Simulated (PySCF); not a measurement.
C₂H₄O₃, SMILES O(C(=O)O)C. Coordinates come from a PBE-D3(BJ)/def2-SVP optimisation. Other conformers were not sampled.

These are PBE-D3(BJ)/def2-SVP (PySCF) values and carry that method's errors.

Harmonic wavenumbers (cm⁻¹): 94, 175, 287, 519, 549, 655, 766, 899, 1095, 1133, 1169, 1182, 1365, 1403, 1419, 1438, 1818, 2975, 3063, 3110, 3696. Rotational constants (GHz): 10.96, 4.393, 3.201; symmetry number 1.

### Question
Work out the zero-point energy and the ideal-gas rigid-rotor harmonic-oscillator thermochemistry at 298.15 K and 1 atm.

### Answer
ZPE = ½ Σ hcν = ½ × 28808 cm⁻¹ = 172.31 kJ/mol. H − E(el) = 188.99 kJ/mol. Entropy in J/(mol K): translation 162.77, rotation 105.22, vibration 40.28, total 308.26. G − E(el) = 97.08 kJ/mol. Cp = 81.05 J/(mol K). Modes under 150 cm⁻¹ make the vibrational entropy uncertain.
